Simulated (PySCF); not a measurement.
Bromine: a sound run and one with changed settings

Sound run: Br+ [Ar] 3d10 4s2 4p4, Br(2+) [Ar] 3d10 4s2 4p3. All numbers are calculated (PySCF 2.14, scalar relativity by spin-free X2C-1e, in jorge-DZP-DKH (8s6p2d1f, 43 functions)). The sound run starts from symmetry-adapted Hartree-Fock orbitals and uses a fine grid where one is needed.

Changed run: 6 angular points. This setting is unsound on purpose.

| species | method | sound run (hartree) | changed run (hartree) | converged |
| --- | --- | --- | --- | --- |
| Br+ | UHF | -2603.87640 | -2603.87640 | yes |
| Br+ | TPSS | -2605.54781 | -2610.96650 | yes |
| Br+ | M06-2X | -2605.77971 | -2606.46860 | yes |
| Br(2+) | UHF | -2603.13296 | -2603.13296 | yes |
| Br(2+) | TPSS | -2604.76189 | -2610.13959 | yes |
| Br(2+) | M06-2X | -2604.99826 | -2605.67438 | yes |

Ionisation energy of Br+:

```json
{"method": "UHF", "sound run (eV)": "20.230", "changed run (eV)": "20.230"}
{"method": "TPSS", "sound run (eV)": "21.386", "changed run (eV)": "22.501"}
{"method": "M06-2X", "sound run (eV)": "21.264", "changed run (eV)": "21.612"}
```

A coarse angular grid integrates products of high-l functions wrongly, so density functionals can shift, and the SCF can exploit the error; Hartree-Fock and MP2 need no grid.

For comparison, NIST gives 21.591 eV between the lowest levels.
